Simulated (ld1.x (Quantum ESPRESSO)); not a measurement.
## What one change does to a pseudopotential (Sb (Z = 51), TM)

| Item | Value |
| --- | --- |
| Element | antimony (Sb) |
| Generator | ld1.x (Quantum ESPRESSO) 7.5 |
| Type | norm-conserving Troullier–Martins (Kleinman–Bylander form) |
| Functional | PBEsol |
| Relativity | fully relativistic |
| Frozen core | [Kr] 4d10 |
| Valence charge | 5 |
| Reference configuration | 5s2 5p3 |
| Partial waves | 5s (bound): rc 1.95 bohr; 5p (bound): rc 1.85 bohr |
| Local potential | all-electron potential smoothed inside 1.85 bohr (lloc = -2) |
| Core correction | a·sin(br)/r model core inside 0.90 bohr |

Open shells are filled in proportion to 2j + 1 (rel_dist='average').

Change: wave 5p (bound): rc 1.85 bohr becomes 5p (bound): rc 2.26 bohr.

Cutoffs: the cutoffs (Ry, on a coarse ladder) from which the occupation-weighted sum of valence levels, in a spherical-Bessel basis at the reference potential, stays within 10 and 1 mRy of its value at 400 Ry; they do not see the model core or the augmentation charge, which bear on the density cutoff. Errors are all-electron minus pseudo energies relative to the spin-unpolarised reference configuration.

Task: Predict the effect on cutoff, ghosts and configuration errors.

Result: The potential gets softer (30 Ry and 55 Ry → 25 Ry and 35 Ry); of the 7 tests that both files solve, the error grows in 2 and shrinks in 0 by more than 15 % and 0.3 meV (median size 7.9 → 10.7 meV); neither file shows a bound ghost. A larger radius leaves more room for a smooth pseudo-wave, so fewer plane waves are needed.

```csv
quantity,base,changed
"cutoff, loose",30 Ry,25 Ry
"cutoff, tight",55 Ry,35 Ry
bound ghosts,none,none
"error for 5s2 5p2, meV [ΔE 8.36 eV]",-1.5,-1.9
"error for 5s2 5p1, meV [ΔE 24.39 eV]",-23,-23
"error for 5s2 5p0, meV [ΔE 48.86 eV]",-121,-115
"error for 5s2 5p3.3, meV [ΔE -1.17 eV]",0.0,0.0
"error for 5s1 5p4, meV [ΔE 8.12 eV]",-7.9,-11
"error for 5s2 5p2.5, meV [ΔE 3.28 eV]",0.0,-0.2
"error for 5s1 5p0, meV [ΔE 93.19 eV]",-472,-452
```
